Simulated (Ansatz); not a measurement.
H5OPSSi, SMILES `O[SiH](P)S` from Hartree–Fock to CCSD(T)

```csv
atom,x (Å),y (Å),z (Å)
O1,1.2058,-1.1256,-0.7478
Si2,0.0024,-0.0810,-0.3443
P3,-0.4710,-0.2215,1.8498
S4,0.5354,1.9718,-0.6064
H5,2.0687,-0.9702,-0.3580
H6,-1.1050,-0.4437,-1.2565
H7,-1.0602,-1.5062,1.7060
H8,-1.7047,0.4671,1.7065
H9,0.5287,1.9093,-1.9493
```

Charge 0, multiplicity 1. All single points use the PBE0-D4/def2-TZVP geometry. It is one conformer, not always the lowest. Frozen core, restricted reference, Ansatz. CBS rows extrapolate triple and quadruple zeta; past MP2 they add the triple-zeta difference.

```csv
basis,HF (Eh),MP2 corr.,CCSD corr.,(T),CCSD(T) total
def2-SVP,-1104.66790,-0.53639,-0.58989,-0.01561,-1105.27340
def2-TZVPP,-1105.13475,-0.69871,-0.75012,-0.03120,-1105.91607
def2-QZVPP,-1105.16874,-0.75687,–,–,–
CBS(def2),-1105.17342,-0.79996,-0.85137,as TZ,-1106.05599
```
